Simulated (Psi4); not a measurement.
silene (CH4Si), singlet, at a GFN2-xTB geometry, with bond 4-1 at 1.3 times its length; M06-2X/STO-3G (Psi4).

The Psi4 input:
```
memory 2 GB

molecule {
0 1
  C    -1.18374738   -0.06187676   -0.03170521
  Si    0.56077136    0.02931260    0.01501957
  H    -1.80839471    0.81354535   -0.08654760
  H    -1.87544450   -1.27852885   -0.00068587
  H     1.44914582   -1.12480816    0.08920117
  H     1.32675622    1.26990993   -0.01485208
}

set basis sto-3g
set damping_percentage 50

energy('m06-2x')
print_variables()
```

Task: Write the output that Psi4 gives for this input, abridged.

Result: 
```
   => Loading Basis Set <=

    Name: STO-3G
    Role: ORBITAL
    Keyword: BASIS

         ---------------------------------------------------------
                                   SCF
               by Justin Turney, Rob Parrish, Andy Simmonett
                          and Daniel G. A. Smith
                              RKS Reference
         ---------------------------------------------------------

  ==> Geometry <==

    Molecular point group: c1
    Full point group: C1

    Geometry (in Angstrom), charge = 0, multiplicity = 1:

       Center              X                  Y                   Z               Mass
    ------------   -----------------  -----------------  -----------------  -----------------
         C           -1.196668799856    -0.056313493841    -0.032313134650    12.000000000000
         SI           0.547849940144     0.034875866159     0.014411645350    27.976926534650
         H           -1.821316129856     0.819108616159    -0.087155524650     1.007825032230
         H           -1.888365919856    -1.272965583841    -0.001293794650     1.007825032230
         H            1.436224400144    -1.119244893841     0.088593245350     1.007825032230
         H            1.313834800144     1.275473196159    -0.015460004650     1.007825032230

  Running in c1 symmetry.

  Rotational constants: A =      3.29293  B =      0.46141  C =      0.40470 [cm^-1]
  Rotational constants: A =  98719.61263  B =  13832.74156  C =  12132.69059 [MHz]
  Nuclear repulsion =   49.761042924901624

  Charge       = 0
  Multiplicity = 1
  Electrons    = 24
  Nalpha       = 12
  Nbeta        = 12

  ==> Algorithm <==

  SCF Algorithm Type is DF.
  DIIS enabled.
  MOM disabled.
  Fractional occupation disabled.
  Guess Type is SAD.
  Energy threshold   = 1.00e-06
  Density threshold  = 1.00e-06
  Integral threshold = 1.00e-12

  ==> Primary Basis <==

  Basis Set: STO-3G
    Blend: STO-3G
    Number of shells: 12
    Number of basis functions: 18
    Number of Cartesian functions: 18
    Spherical Harmonics?: true
    Max angular momentum: 1

  ==> DFT Potential <==

   => LibXC <=

    Version 7.1.2
    S. Lehtola, C. Steigemann, M. J. T. Oliveira, and M. A. L. Marques,  SoftwareX 7, 1–5 (2018) (10.1016/j.softx.2017.11.002)

   => Composite Functional: M06-2X <=

    Hybrid M06-2X Meta-GGA XC Functional  (10.1007/s00214-007-0310-x)
    Y. Zhao and D. G. Truhlar,  Theor. Chem. Acc., 120, 215, 2008

    Deriv               =              1
    GGA                 =           TRUE
    Meta                =           TRUE

    Exchange Hybrid     =           TRUE
    MP2 Hybrid          =          FALSE

   => Exchange Functionals <=

    1.0000   XC_HYB_MGGA_X_M06_2X

   => Exact (HF) Exchange <=

    0.5400               HF

   => Correlation Functionals <=

    1.0000   XC_MGGA_C_M06_2X

   => LibXC Density Thresholds  <==

    XC_MGGA_C_M06_2X:  1.00E-12
    XC_HYB_MGGA_X_M06_2X:  1.00E-15

   => Molecular Quadrature <=

    Radial Scheme          =       TREUTLER
    Pruning Scheme         =           NONE
    Nuclear Scheme         =       TREUTLER

    Blocking Scheme        =         OCTREE
    BS radius alpha        =              1
    Pruning alpha          =              1
    Radial Points          =             75
    Spherical Points       =            302
    Total Points           =         128944
    Total Blocks           =           1026
    Max Points             =            256
    Max Functions          =             18
    Weights Tolerance      =       1.00E-15

   => Loading Basis Set <=

    Name: (STO-3G AUX)
    Role: JKFIT
    Keyword: DF_BASIS_SCF

  ==> Integral Setup <==

  SCF_SUBTYPE=INCORE selected. In-core MEM_DF algorithm will be used.
  Using in-core AOs.

  ==> MemDFJK: Density-Fitted J/K Matrices <==

    J tasked:                   Yes
    K tasked:                   Yes
    wK tasked:                   No
    Algorithm:                 Core
    Schwarz Cutoff:           1E-12
[...]
   @DF-RKS iter  47:  -326.02634361141492    8.72431e-06   1.44040e-05 DIIS/DAMP=50%
   @DF-RKS iter  48:  -326.02634449230806   -8.80893e-07   1.85964e-05 DIIS/DAMP=50%
   @DF-RKS iter  49:  -326.02635678436337   -1.22921e-05   1.30119e-05 DIIS/DAMP=50%
   @DF-RKS iter  50:  -326.02636456855652   -7.78419e-06   4.68163e-06 DIIS/DAMP=50%
   @DF-RKS iter  51:  -326.02635695268964    7.61587e-06   4.40414e-06 DIIS/DAMP=50%
   @DF-RKS iter  52:  -326.02635593282434    1.01987e-06   9.03497e-06 DIIS/DAMP=50%
   @DF-RKS iter  53:  -326.02634957081244    6.36201e-06   2.48600e-06 DIIS/DAMP=50%
   @DF-RKS iter  54:  -326.02634209997012    7.47084e-06   1.15990e-05 DIIS/DAMP=50%
   @DF-RKS iter  55:  -326.02635955062055   -1.74507e-05   2.34737e-06 DIIS/DAMP=50%
   @DF-RKS iter  56:  -326.02638784335375   -2.82927e-05   1.30463e-05 DIIS/DAMP=50%
   @DF-RKS iter  57:  -326.02637528292541    1.25604e-05   1.62392e-05 DIIS/DAMP=50%
   @DF-RKS iter  58:  -326.02636821310222    7.06982e-06   1.73159e-05 DIIS/DAMP=50%
   @DF-RKS iter  59:  -326.02634264753982    2.55656e-05   7.44854e-06 DIIS/DAMP=50%
   @DF-RKS iter  60:  -326.02633985809143    2.78945e-06   6.03608e-06 DIIS/DAMP=50%
   @DF-RKS iter  61:  -326.02634802898916   -8.17090e-06   7.74642e-06 DIIS/DAMP=50%
   @DF-RKS iter  62:  -326.02634453425259    3.49474e-06   1.12332e-05 DIIS/DAMP=50%
   @DF-RKS iter  63:  -326.02633469331931    9.84093e-06   7.94295e-06 DIIS/DAMP=50%
   @DF-RKS iter  64:  -326.02634325568380   -8.56236e-06   3.93050e-06 DIIS/DAMP=50%
   @DF-RKS iter  65:  -326.02635101642676   -7.76074e-06   3.51032e-06 DIIS/DAMP=50%
   @DF-RKS iter  66:  -326.02635228912294   -1.27270e-06   2.68604e-06 DIIS/DAMP=50%
   @DF-RKS iter  67:  -326.02635455926702   -2.27014e-06   1.91355e-06 DIIS/DAMP=50%
   @DF-RKS iter  68:  -326.02635225684907    2.30242e-06   6.61088e-07 DIIS/DAMP=50%
   @DF-RKS iter  69:  -326.02635259436630   -3.37517e-07   6.01599e-07 DIIS/DAMP=50%
  Energy and wave function converged.

  ==> Post-Iterations <==

   Electrons on quadrature grid:
      Ntotal   =   23.9999986697 ; deviation = -1.330e-06

    Orbital Energies [Eh]
    ---------------------

    Doubly Occupied:

[...]
    Virtual:

[...]
    Final Occupation by Irrep:
              A
    DOCC [    12 ]
    NA   [    12 ]
    NB   [    12 ]

  @DF-RKS Final Energy:  -326.02635259436630

   => Energetics <=

    Nuclear Repulsion Energy =             49.7610429249016235
    One-Electron Energy =                -550.8719509164573083
    Two-Electron Energy =                 188.3506346051911180
    DFT Exchange-Correlation Energy =     -13.2660792080017842
    Empirical Dispersion Energy =           0.0000000000000000
    VV10 Nonlocal Energy =                  0.0000000000000000
    Total Energy =                       -326.0263525943663581

Computation Completed

Properties will be evaluated at   0.000000,   0.000000,   0.000000 [a0]

Properties computed using the SCF density matrix

 Multipole Moments:

 ------------------------------------------------------------------------------------
     Multipole            Electronic (a.u.)      Nuclear  (a.u.)        Total (a.u.)
 ------------------------------------------------------------------------------------

 L = 1.  Multiply by 2.5417464519 to convert [e a0] to [Debye]
 Dipole X            :          1.2033769           -0.8876733            0.3157035
 Dipole Y            :          0.3361958           -0.2782575            0.0579384
 Dipole Z            :          0.0207608           -0.0140442            0.0067167
 Magnitude           :                                                    0.3210463

 ------------------------------------------------------------------------------------

  Variable Map:
  ----------------------------------------------------------------------------
[...]
  Array Variable Map:
  ----------------------------------------------------------------------------
[...]
[...]
```
